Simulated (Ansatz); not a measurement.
`C[CH2][In]([NH2])[NH2]`. The species carries charge 0 and has multiplicity 1. In takes the def2 core potential.

Cartesian coordinates in Å:
```
C 0.4742 0.0060 2.1724
C 0.9035 0.6987 0.8855
In -0.1549 0.0244 -0.8633
N 0.2829 0.4944 -2.7862
N -1.7535 -1.2163 -0.7207
H -0.5879 0.1570 2.3812
H 1.0304 0.3839 3.0368
H 0.6419 -1.0733 2.1294
H 0.7550 1.7797 0.9564
H 1.9700 0.5504 0.6964
H 0.7936 1.3426 -2.9790
H -0.4388 0.3784 -3.4821
H -2.0468 -1.7409 -1.5309
H -1.8695 -1.7850 0.1039
```

Task: What are the harmonic wavenumbers in cm⁻¹ at PBE0-D4/def2-TZVP (Ansatz, finite differences of forces, unscaled)? (Best estimate.)

Result: Computed: 29, 65, 121, 129, 229, 230, 261, 309, 316, 351, 492, 591, 596, 634, 694, 756, 946, 973, 1046, 1205, 1257, 1408, 1455, 1491, 1498, 1550, 1559, 3033, 3060, 3095, 3097, 3120, 3574, 3578, 3676, 3680.

Task: Is this a minimum?

Result: Yes, all 36 modes are real.

Task: Give the ideal-gas thermochemistry at 298.15 K and 1 bar (rigid rotor, harmonic oscillator; point group C1, symmetry number 1).

Result: Zero-point energy 299.7 kJ/mol; H(298) − E = 327.5 kJ/mol; entropy 408.1 J/(mol·K), of which translation 173.3, rotation 115.4, vibration 119.4; G(298) − E = 205.8 kJ/mol. Modes under 100 cm⁻¹ are hindered rotations or soft bends, so the harmonic entropy is rough.
